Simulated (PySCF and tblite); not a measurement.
Values are calculated unless marked as measured or tabulated.
Molecule: C₅H₁₀O₂, numbered as in [CH3:1][O:2][C@H:3]1[CH2:4][CH2:5][O:6][CH2:7]1; H are named by their carrier, a and b as at the first point (Å):

```
C1       2.484    0.291    0.074
O2       1.283   -0.127    0.670
C3       0.210   -0.290   -0.228
C4      -0.913   -1.062    0.483
C5      -2.166   -0.249    0.152
O6      -1.724    1.083    0.016
C7      -0.478    1.039   -0.639
H1a      2.801   -0.411   -0.708
H1b      2.399    1.290   -0.368
H1c      3.227    0.311    0.868
H3       0.568   -0.821   -1.124
H4a     -0.985   -2.096    0.158
H4b     -0.705   -1.033    1.552
H5a     -2.613   -0.598   -0.792
H5b     -2.922   -0.270    0.937
H7a     -0.619    1.070   -1.730
H7b      0.093    1.913   -0.322
```

The ring 3–4–5–6–7 is held at Altona–Sundaralingam phase angles P (ν_j = ν_max cos(P + 144°(j − 2)), ν_j about the bond from ring atom j to j + 1, counted from 0) and the rest relaxed at GFN2-xTB. Energies: PBE0/pcSseg-1 + D3(BJ). Couplings: B3LYP/6-31G* with H pcJ-1, gas phase, for ¹H. Programs: tblite and PySCF.

**Question.** How do the most sensitive couplings change along the phase angle P?

**Answer.** 
```
phase angle P °  ³J(H4b,H5a)  ³J(H4a,H5b)  ³J(H3,H4b)  ³J(H3,H7b)  ³J(H4a,H5a)  ³J(H4b,H5b)  ³J(H3,H4a)
              0         11.9          0.2         5.2         1.3          6.5          9.5         9.5
             72          2.7          8.1         0.0        -0.2         12.3         10.1         7.5
            144          0.1         12.1         0.0         0.6          8.4          5.4         7.3
            216          3.2          7.1         5.3         7.6         10.7         11.1        11.4
            288         12.2          0.3         9.5         7.8          6.7         10.3         7.7
```
Values in Hz.

**Question.** Set ³J(H4b,H5a) against its H–C–C–H torsion.

**Answer.** -156°: 11.9 Hz, -154°: 12.2 Hz, -114°: 3.2 Hz, -110°: 2.7 Hz, -86°: 0.1 Hz.

**Question.** With the energies 0.64, 0.99, 0.00, 0.89, 1.39 kcal/mol at these points, what are the Boltzmann averages at 298 K?

**Answer.** ³J(H4b,H5a) 3.5, ³J(H4a,H5b) 8.3, ³J(H3,H4b) 2.1, ³J(H3,H7b) 1.9, ³J(H4a,H5a) 8.6, ³J(H4b,H5b) 7.6, ³J(H3,H4a) 8.2 Hz, over these points alone; points not sampled, such as mirror images that interchange a and b, would even out couplings that symmetry makes equal.
